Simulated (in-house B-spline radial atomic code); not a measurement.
I²⁵⁺: [Ar] (3d3/2)3 (3d5/2)6 4s1 (with a hole in an inner shell)

All numbers are computed (Dirac-Hartree-Fock, average of the jj configuration; Fermi nucleus of rms radius 4.75 fm) with a radial B-spline atomic code at the basis-set limit, not measured.

Effective charges: Z_r = [3n² - l(l+1)]/(2<r>) from the radius, Z_e = n√(-2ε) from the energy, and Slater's rules. Values are occupation-weighted means over j. An effective charge above Z reflects the relativistic contraction of the inner shells.

| shell | electrons | ε (eV) | <r> (bohr) | Z_r | Z_e | Slater |
| --- | --- | --- | --- | --- | --- | --- |
| 1s | 2 | -34226 | 0.02721 | 55.12 | 50.16 | 52.70 |
| 2s | 2 | -6095.1 | 0.1163 | 51.59 | 42.33 | 48.85 |
| 2p | 6 | -5559.8 | 0.102 | 49.01 | 40.43 | 48.85 |
| 3s | 2 | -1879.8 | 0.3058 | 44.14 | 35.26 | 41.75 |
| 3p | 6 | -1699.7 | 0.3024 | 41.33 | 33.53 | 41.75 |
| 3d | 9 | -1439.1 | 0.2768 | 37.93 | 30.85 | 32.20 |
| 4s | 1 | -846.01 | 0.6366 | 37.70 | 31.54 | 28.55 |

The least bound orbital is 4s1/2 at -846 eV, and it is also the most diffuse (<r> = 0.6366 bohr).

For the 1s electron the small component carries 3.81 % of the norm, the zero-frequency Breit interaction raises the level by 81.39 eV, self-energy by 46.85 eV, and vacuum polarisation lowers it by 6.464 eV.
